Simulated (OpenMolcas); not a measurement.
## Kr V: Slater's ratio, worked from levels

```yaml
Program: OpenMolcas
Basis: ANO-RCC-VTZP [6s5p3d1f]
Scalar_Hamiltonian: DKH2, point nucleus
Active_space: 4 electrons in 9 orbitals (RAS2 4s 4p; RAS3 4d, at most 2 electrons)
State_averaging: 2S+1 = 3 even, 6 roots; 2S+1 = 1 even, 12 roots; 2S+1 = 5 odd, 1 root; 2S+1 = 3 odd, 9 roots; 2S+1 = 1 odd, 8 roots
Spin-orbit_coupling: state interaction with AMFI integrals over the reference wave functions, term energies averaged over their components
```

Methods: RASSCF; MS-RASPT2, IPEA 0.25 Eh, imaginary shift 0.1 Eh (closed shells correlated: 3d). Measured levels: Saloman, J. Phys. Chem. Ref. Data 36, 215 (2007).

**Slater's ratio.** With one set of orbitals, p2 has 1D - 3P = 6 F2 and 1S - 1D = 9 F2 (F2 = F²/25), a ratio of 3/2. Term energies are centres of gravity, weighted by 2J + 1.

| Source | 1D - 3P | 1S - 3P | F2 from the first | Ratio |
| --- | --- | --- | --- | --- |
| RASSCF | 16217 | 36498 | 2703 | 1.251 |
| MS-RASPT2 | 14616 | 34595 | 2436 | 1.367 |
| measured | 14256 | 33737 | 2376 | 1.367 |

Energies in cm-1. A ratio away from 3/2 shows effects beyond one configuration with one set of orbitals, and in heavier atoms second-order spin-orbit shifts.

CASPT2 breaks the degeneracy within a term, and the mean is taken; among the terms shown or strongly mixed into the levels shown the widest spread is 11 cm-1 (4s2 4p2 1D, MS-RASPT2). Active for correlation alone: 4d; no level in the range computed is led by a configuration that fills it, so any true level of that kind is missing. Computed and measured levels are paired by configuration, term and J; levels that our copy of the source lacks, or whose pairing is in doubt (as where it misses far off the trend of its configuration), stay unpaired and out of the deviations. Levels of configurations outside the active space are missing.
